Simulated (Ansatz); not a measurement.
A nudged elastic band was laid between two geometries of C3H11ClSi2 (17 atoms, charge 0, multiplicity 1).

Theory: RKS B3LYP-D4/STO-3G (Ansatz 0.2.0).

```json
{
 "movable images": "5",
 "climbing image": "yes",
 "spring": "5.0 eV/Å²",
 "optimiser": "quadratic models (default)",
 "start path": "IDPP",
 "force threshold": "0.05 eV/Å",
 "iteration limit": "48",
 "end points": "relaxed"
}
```

First end point:

```xyz
17
Properties=species:S:1:pos:R:3
C -0.096 1.100 -1.709
C 0.937 1.054 -0.546
Si 0.486 -0.169 0.819
Si 0.312 -2.290 0.060
C -1.181 0.346 1.559
Cl -1.181 2.133 2.071
H -0.201 0.115 -2.192
H 0.216 1.822 -2.479
H -1.088 1.408 -1.343
H 1.928 0.800 -0.953
H 1.021 2.059 -0.105
H 1.465 -0.076 1.881
H -0.028 -3.194 1.135
H 1.560 -2.730 -0.519
H -0.715 -2.395 -0.951
H -2.015 0.242 0.845
H -1.438 -0.226 2.466
```

Last end point:

```xyz
17
Properties=species:S:1:pos:R:3
C 0.591 1.031 -1.652
C 1.179 0.921 -0.215
Si 0.175 -0.188 0.933
Si 0.002 -2.305 0.161
C -1.568 0.539 1.096
Cl -1.519 2.330 1.588
H 0.529 0.043 -2.136
H 1.219 1.677 -2.284
H -0.421 1.464 -1.631
H 2.213 0.547 -0.276
H 1.232 1.930 0.224
H 0.767 -0.164 2.253
H 1.309 -2.900 0.002
H -0.666 -2.337 -1.120
H -0.757 -3.123 1.079
H -2.134 0.506 0.150
H -2.170 0.031 1.868
```

(1) Which bonds break or form, and what moves?

(2) Give the energies along the band, and the barrier.

(3) What is the geometry of the highest image?

Answers

(1) No bond is made or broken. The dihedral C5–Si3–Si4–H14 goes from 180 to 59°. The two ends are copies of one structure, up to a mirror image or an exchange of like atoms.

(2) It converged. The highest image is number 3 of 0 to 6, 0.4 kcal/mol above the ends, which have the same energy within 2 meV. A vibrational analysis at the climbing image gives one clearly imaginary mode, 57i cm⁻¹: a first-order saddle point. Limits of this set-up: minimal basis.

| image | path coordinate (Å) | energy (kcal/mol) | dihedral C5–Si3–Si4–H14 (°) |
| --- | --- | --- | --- |
| 0 | 0.00 | 0.0 | 180 |
| 1 | 0.78 | 0.1 | 160 |
| 2 | 1.57 | 0.3 | 140 |
| 3 | 2.35 | 0.4 | 119 |
| 4 | 3.13 | 0.3 | 99 |
| 5 | 3.91 | 0.1 | 79 |
| 6 | 4.69 | 0.0 | 59 |

(3) 
```xyz
17
Properties=species:S:1:pos:R:3:forces:R:3
C 0.503 1.083 -1.659 -0.01 0.00 -0.01
C 1.158 0.945 -0.254 0.01 0.00 0.01
Si 0.216 -0.198 0.914 0.00 -0.01 0.01
Si 0.053 -2.322 0.147 0.00 -0.03 0.01
C -1.533 0.494 1.145 0.00 0.00 0.00
Cl -1.500 2.279 1.659 0.00 0.00 0.00
H 0.431 0.107 -2.165 0.00 0.00 0.00
H 1.095 1.753 -2.301 0.00 0.00 0.00
H -0.511 1.504 -1.580 0.00 0.00 0.00
H 2.191 0.582 -0.371 0.00 0.00 0.00
H 1.220 1.942 0.208 0.00 0.00 -0.01
H 0.852 -0.169 2.214 0.00 0.01 0.00
H 0.684 -3.242 1.065 0.00 -0.01 -0.01
H 0.685 -2.474 -1.143 0.00 0.03 0.01
H -1.332 -2.712 0.012 0.01 0.01 0.00
H -2.131 0.462 0.219 0.00 0.00 0.00
H -2.099 -0.035 1.931 0.00 0.00 0.00
```

The run took 3.9 min on 1 thread of Intel(R) Xeon(R) Processor @ 2.50GHz (Skylake/Cascade Lake) (shared host), peak memory 0.16 GiB.
